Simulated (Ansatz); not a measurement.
Ansatz (a program for electronic structure) input:

Ansatz 0.2 input:
```yaml
crystal:
  periodic: [false, false, false]
  atoms:
    - {symbol: Te, position_ang: [0.01008701, -0.00336751, 0.56904824]}
    - {symbol: Cl, position_ang: [1.11314988, 1.34634042, -0.88237747]}
    - {symbol: Cl, position_ang: [-1.14400425, -1.33603980, -0.85824068]}
basis:
  gaussian:
    orbitals: def2-SVPD
total_charge: 1
magnetization: {spin_polarized: true, initial_magnetization: 1}
correlation: {method: ccsd_t, electrons: outside_noble_gas}
output: {forces: true}
```

Question: What final total energy does it print?

Answer: -1185.85145 Eh (CCSD(T)/def2-SVPD). The basis has 89 functions.
